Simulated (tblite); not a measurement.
Isomers of C6H7N2P. Level: GFN2-xTB in tblite, geometry and Hessian alike; calculated harmonic values, unscaled, isolated species. Errors from tens to a few hundred cm⁻¹ against measured bands are possible. One conformer each.

Electronic energies: GFN2-xTB at the same geometries; isomer energies are rough at this level and their order can be wrong.

```
        SMILES  electronic energy, lowest = 0 (kJ/mol)
  C#Cc1pcnn1CC                                   122.6
  C#CCn1ncpc1C                                   139.6
C#Cc1nn(CC)cp1                                   133.1
Cc1cpc(C#N)n1C                                     0.0
CCn1cpc(C#N)c1                                    15.4
```

Problem. How do GFN2-xTB zero-point energies change the relative energies?

Solution. 
```json
{"SMILES": "Cc1cpc(C#N)n1C", "ZPE (kJ/mol)": "311.9", "of it from modes above 1550 cm⁻¹": "140.8", "electronic (kJ/mol)": "0.0", "with ZPE, lowest = 0 (kJ/mol)": "0.0", "lowest mode (cm⁻¹)": "96", "rings": "1"}
{"SMILES": "CCn1cpc(C#N)c1", "ZPE (kJ/mol)": "313.9", "of it from modes above 1550 cm⁻¹": "141.7", "electronic (kJ/mol)": "15.4", "with ZPE, lowest = 0 (kJ/mol)": "17.4", "lowest mode (cm⁻¹)": "44", "rings": "1"}
{"SMILES": "C#Cc1pcnn1CC", "ZPE (kJ/mol)": "309.8", "of it from modes above 1550 cm⁻¹": "142.7", "electronic (kJ/mol)": "122.6", "with ZPE, lowest = 0 (kJ/mol)": "120.5", "lowest mode (cm⁻¹)": "57", "rings": "1"}
{"SMILES": "C#Cc1nn(CC)cp1", "ZPE (kJ/mol)": "309.3", "of it from modes above 1550 cm⁻¹": "142.8", "electronic (kJ/mol)": "133.1", "with ZPE, lowest = 0 (kJ/mol)": "130.5", "lowest mode (cm⁻¹)": "30", "rings": "1"}
{"SMILES": "C#CCn1ncpc1C", "ZPE (kJ/mol)": "308.6", "of it from modes above 1550 cm⁻¹": "141.9", "electronic (kJ/mol)": "139.6", "with ZPE, lowest = 0 (kJ/mol)": "136.3", "lowest mode (cm⁻¹)": "58", "rings": "1"}
```

The zero-point energies span 5.3 kJ/mol, from `C#CCn1ncpc1C` to `CCn1cpc(C#N)c1`. The order is unchanged.

Problem. What do entropy and thermal enthalpy add at 298.15 K and 1 bar (rigid rotor, harmonic oscillator, one conformer each)?

Solution. 
```
        SMILES  point group  symmetry number  S (J/(mol K))  H − H(0) (kJ/mol)  ZPE + H − H(0) − TS (kJ/mol)
Cc1cpc(C#N)n1C           Cs                1          394.7              27.06                         221.3
CCn1cpc(C#N)c1           C1                1          395.8              26.18                         222.1
  C#Cc1pcnn1CC           C1                1          396.6              26.84                         218.4
C#Cc1nn(CC)cp1           C1                1          403.2              27.04                         216.2
  C#CCn1ncpc1C           C1                1          394.2              26.63                         217.7
```
